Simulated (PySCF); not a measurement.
Coordinates in bohr (charge 0 multiplicity 1):
```
Be    0.0000    0.0000    0.0000
Br    3.6904    0.0000    0.0000
Br   -3.6904    0.0000    0.0000
```

Level of theory: PBE0 in PySCF with Be def2-TZVP, Br def2-TZVP; no relativity; density-fitted integrals.

This geometry of BeBr2 is a stationary point at this level.

Task: What is the point group?

Result: D∞h.

Task: Is it a minimum?

Result: Yes: all harmonic wavenumbers are real.

Task: Give the atomic charges and bond orders.

Result: 
```tsv
atom	Mulliken	Löwdin	polar tensor	Mayer order to Be1
Be1	0.23	-0.64	0.94	–
Br2,3	-0.12	0.32	-0.47	1.36
```

Task: Give the ideal-gas entropy at 298.15 K and 1 bar by parts.

Result: translation 172.7, rotation 76.6, vibration 24.8, spin 0.0; total 274.1 J/(mol K).
